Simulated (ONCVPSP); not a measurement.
# Before and after: ONCV potential for N

| Quantity | Value |
| --- | --- |
| Element | nitrogen (N) |
| Generator | ONCVPSP 4.0.1 |
| Type | optimised norm-conserving Vanderbilt (ONCV) |
| Functional | PBEsol |
| Relativity | scalar-relativistic |
| Frozen core | [He] |
| Valence charge | 5 |
| Reference configuration | 2s2 2p2 (charge +1) |
| Partial waves | 2s: rc 0.80 bohr, ncon 4, nbas 7, qcut 10.6 1/bohr, 2 projectors, debl 1 Ha; 2p: rc 2.20 bohr, ncon 4, nbas 7, qcut 7.8 1/bohr, 1 projector |
| Local potential | polynomial inside 0.65 bohr (lpopt 5, dvloc0 -1 Ha) |
| Core correction | Teter function fitted to the true core (icmod 2), fcfact 0.65 |

In the s channel the program set the typed energies aside and used -1.187, 0.250 Ha.

Change: p: rc 1.92.

Cutoffs: the cutoffs (Ha) at which the residual kinetic energy of the hardest occupied pseudo-wave falls to 1 and 0.1 mHa per electron; they do not see the model core or the augmentation charge, which bear on the density cutoff. Errors are all-electron minus pseudo energies relative to the spin-unpolarised reference configuration.

Question: How do hardness, ghosts and transferability respond?

Answer: The potential gets neither clearly harder nor softer (31 Ha and 40 Ha → 31 Ha and 40 Ha); both files keep a bound ghost (s); of the 4 tests that both files solve, the error grows in 0 and shrinks in 4 by more than 15 % and 0.3 meV (median size 211.6 → 147.3 meV). Less of the atom is replaced, so other configurations are described better.

```csv
quantity,base,changed
"cutoff, loose",31 Ha,31 Ha
"cutoff, tight",40 Ha,40 Ha
loose cutoff by channel,"s 31 Ha, p 17 Ha","s 31 Ha, p 19 Ha"
bound ghosts,s,s
GHOST(+) flags under 300 eV,none,none
"error for 2s2 2p3, meV [ΔE -13.52 eV]",+46,+29
"error for 2s2 2p1, meV [ΔE 28.74 eV]",+187,+127
"error for 2s2 2p0, meV [ΔE 75.62 eV]",+1200,+849
"error for 2s0 2p5, meV [ΔE 9.37 eV]",+236,+168
s: phases at 0.81 bohr within 0.05 rad from the reference energy up to (Ha; the scan ends near 5),to the end of the scan,to the end of the scan
"rms error of d²Exc/dni dnj with the model core, mHa",2.12,2.34
```

 A true bound ghost makes a file unfit for plane-wave use even where its test errors are small: the radial tests pick states by their node count and pass the ghost by.
